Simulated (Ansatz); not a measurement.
A run for Ansatz (an electronic-structure program): R-wB97X-V/def2-TZVPP on ZnTe, 2S+1 = 1, a spin state set in the input, which need not be the lowest, a point of a bond scan (R = 2.378 Å). Elements past Kr take the def2 small-core potentials; no spin–orbit coupling.

Ansatz 0.2 input:
```yaml
crystal:
  periodic: [false, false, false]
  atoms:
    - {symbol: Zn, position_ang: [0.00000000, 0.00000000, 0.00000000]}
    - {symbol: Te, position_ang: [0.00000000, 0.00000000, 2.37816500]}
basis:
  gaussian:
    orbitals: def2-TZVPP
    pivot_positions_ang: [[0.00000000, 0.00000000, 0.00000000], [0.00000000, 0.00000000, 2.37816500]]
hamiltonian:
  xc: {name: wB97X-V}
output: {forces: true, orbitals: {seedname: ./end}}
```

The log:

```
WARN ansatz: RAYON_NUM_THREADS=1 ignored (pool sized by the plan → 1); use --threads N
Functional definition: wB97X-V
integrals: 0.06 GiB planned
947 factors; their error is unknown
integrals: 0.09 GiB planned
155 factors; integrals over basis functions are off by at most 3.4e-5 eV
mean field: 0.54 GiB planned
mean field evaluation 1: about -55705.3177 eV, gradient 3.2e1 eV
mean field evaluation 2: about -55704.4467 eV, gradient 5.3e1 eV
mean field evaluation 4: about -55707.4505 eV, gradient 1.6e0 eV
mean field evaluation 8: about -55707.4565 eV, gradient 6.3e-2 eV
mean field evaluation 16: about -55707.5669 eV, gradient 5.1e-5 eV
mean field -55707.56685682 eV, -2047.2153220431 hartree, gradient 5.0e-5 eV, S^2 0.000000; 0 other end points of the search recorded, 0 dependent functions left out
the calculation of the forces begins
reference -55707.56685540 eV, -2047.2153219908 hartree; 27, 27 occupied and 87, 87 virtual orbitals, 947 factors
Total energy: -55707.56685540 eV, -2047.2153219908 hartree
Atom 0 at     0.000000     0.000000     0.000000 Å, force     0.000000    -0.000000     0.157416 eV/Å
Atom 1 at     0.000000     0.000000     2.378165 Å, force    -0.000000    -0.000000    -0.157416 eV/Å
Dipole moment:    -0.000000    -0.000000    -1.059706 e Å
```

The run converged.

Cost: about 9 core-seconds (a rough figure).
